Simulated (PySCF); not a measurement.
**Correlation energy of S (sulfur, neutral)**

[Ne] 3s1 3p4 3d1, one real determinant (an excited configuration). Calculation: PySCF 2.14, in aug-cc-pwCVTZ; no relativity, point nucleus. Frozen: 1s2; 14 electrons correlated.

| level | correlation energy (mhartree) |
| --- | --- |
| CCSD | -401.36 |
| (T) | -15.73 |
| CCSD(T) | -417.09 |

Diagnostics: T1 = 0.013, D1 = 0.0636, largest double amplitude 0.173.

The real determinant used has ⟨L²⟩ near 8 against 12 for a pure F term, so it mixes terms. The outer electron is Rydberg-like, and this basis confines it to a smaller radius and binds it less than a complete one would. A double-excitation amplitude exceeds 0.15, a sign of near-degeneracy.

Cost of the coupled-cluster step: about 27 core-seconds, for 14 correlated electrons.

Iterations:

```
CC2 = 0
CCSD nocc = (np.int64(9), np.int64(5)), nmo = (74, 74)
frozen orbitals [[0], [0]]
max_cycle = 100
direct = 0
conv_tol = 1e-08
conv_tol_normt = 1e-06
diis_space = 8
diis_start_cycle = 0
Init t2, MP2 energy = -0.364919380403139
Init E_corr(UCCSD) = -0.364919380403923
cycle = 1  E_corr(UCCSD) = -0.382581569294586  dE = -0.0176621889  norm(t1,t2) = 0.0818746
cycle = 2  E_corr(UCCSD) = -0.38989215560728  dE = -0.00731058631  norm(t1,t2) = 0.0505648
cycle = 3  E_corr(UCCSD) = -0.39940881220768  dE = -0.0095166566  norm(t1,t2) = 0.0361434
cycle = 4  E_corr(UCCSD) = -0.39957985401918  dE = -0.000171041812  norm(t1,t2) = 0.0155069
cycle = 5  E_corr(UCCSD) = -0.400835562106866  dE = -0.00125570809  norm(t1,t2) = 0.0104049
cycle = 6  E_corr(UCCSD) = -0.401305480251468  dE = -0.000469918145  norm(t1,t2) = 0.00545828
cycle = 7  E_corr(UCCSD) = -0.401202705483081  dE = 0.000102774768  norm(t1,t2) = 0.00212263
cycle = 8  E_corr(UCCSD) = -0.401391040980763  dE = -0.000188335498  norm(t1,t2) = 0.000793534
cycle = 9  E_corr(UCCSD) = -0.40134936322837  dE = 4.16777524e-05  norm(t1,t2) = 0.00035386
cycle = 10  E_corr(UCCSD) = -0.401362683009506  dE = -1.33197811e-05  norm(t1,t2) = 0.000168116
cycle = 11  E_corr(UCCSD) = -0.401359471326357  dE = 3.21168315e-06  norm(t1,t2) = 6.85669e-05
cycle = 12  E_corr(UCCSD) = -0.401359377492246  dE = 9.38341114e-08  norm(t1,t2) = 2.57026e-05
cycle = 13  E_corr(UCCSD) = -0.401359151122697  dE = 2.26369548e-07  norm(t1,t2) = 1.00744e-05
cycle = 14  E_corr(UCCSD) = -0.401359211514769  dE = -6.03920718e-08  norm(t1,t2) = 3.77997e-06
cycle = 15  E_corr(UCCSD) = -0.401359192074878  dE = 1.94398909e-08  norm(t1,t2) = 2.30112e-06
cycle = 16  E_corr(UCCSD) = -0.401359226957751  dE = -3.48828734e-08  norm(t1,t2) = 9.87775e-07
cycle = 17  E_corr(UCCSD) = -0.401359198302347  dE = 2.8655404e-08  norm(t1,t2) = 5.24476e-07
cycle = 18  E_corr(UCCSD) = -0.401359199595543  dE = -1.29319516e-09  norm(t1,t2) = 1.35772e-07
UCCSD converged
E(UCCSD) = -397.2381683865963  E_corr = -0.4013591995955426
UCCSD(T) correction = -0.0157320930343835
```

The reference is one real determinant that mixes LS terms of this configuration.
